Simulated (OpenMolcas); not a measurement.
Ar II: effect of the IPEA shift

```yaml
Program: OpenMolcas 26.06
Basis: ANO-RCC-VQZP [6s5p3d2f1g]
Scalar_Hamiltonian: DKH2, point nucleus
Active_space: 7 electrons in 8 orbitals (3s 3p 4s 4p)
State_averaging: 2S+1 = 2 odd, 3 roots; 2S+1 = 2 even, 1 root
Spin-orbit_coupling: state interaction with AMFI integrals over the reference wave functions, term energies averaged over their components
```

Methods on the same reference wave functions:
A. CASSCF
B. SS-CASPT2, IPEA 0 Eh, imaginary shift 0.1 Eh (closed shells correlated: 2s 2p)
C. SS-CASPT2, IPEA 0.25 Eh, imaginary shift 0.1 Eh (closed shells correlated: 2s 2p)

Energies in cm⁻¹ above 3s² 3p⁵ ²P°_3/2, the measured ground level; measured values from NIST Handbook of Basic Atomic Spectroscopic Data.

```json
{"Level": "3s² 3p⁵ ²P°_3/2", "A": "0.0", "B": "0.0", "C": "0.0", "Measured": "0.0"}
{"Level": "3s² 3p⁵ ²P°_1/2", "A": "1363", "B": "1363", "C": "1363", "Measured": "1432"}
{"Level": "3s 3p⁶ ²S_1/2", "A": "149250", "B": "121325", "C": "125404", "Measured": "108722"}
```

Deviations, from unrounded energies. A percentage is the sum of absolute deviations over the sum of measured energies, with the sign that they share, or ± where signs differ.

```json
{"Against measurement": "mean absolute deviation (cm-1)", "Levels": "2", "A": "20000", "B": "6300", "C": "8400"}
{"Against measurement": "fine structure of the ground term (%)", "Levels": "1", "A": "-4.8", "B": "-4.8", "C": "-4.8"}
{"Against measurement": "other configurations (%)", "Levels": "1", "A": "+37.3", "B": "+11.6", "C": "+15.3"}
```

B lies closest to measurement on these levels and A furthest from it. The largest miss of B in the table is 3s 3p⁶ ²S_1/2, by +13000 cm-1. The ranking rests on the paired levels alone, and a cruder setting can come out closer through cancelling errors.

Between B and C the level of the table that moves most is 3s 3p⁶ ²S_1/2, by 4100 cm-1 (lowest in B, highest in C).

The lowest spin-free term lies below A's lowest term by 0.237 hartree in B, 0.233 hartree in C.

Over all roots computed the reference weight is 0.82 to 0.95 in B, 0.86 to 0.95 in C; the roots of lowest weight are the least certain, and an intruder state may touch them. Active for correlation alone: 4p 4s; no level in the range computed is led by a configuration that fills them, so any true level of that kind is missing. Without dynamic correlation excited terms often stand tens of per cent too high (terms of higher spin than the ground term too low), and those without a measured partner can miss by more than the paired ones (holds for A). Computed and measured levels are paired by configuration, term and J; levels that our copy of the source lacks, or whose pairing is in doubt (as where it misses far off the trend of its configuration), stay unpaired and out of the deviations. Only configurations of the active space appear.

° marks odd parity.
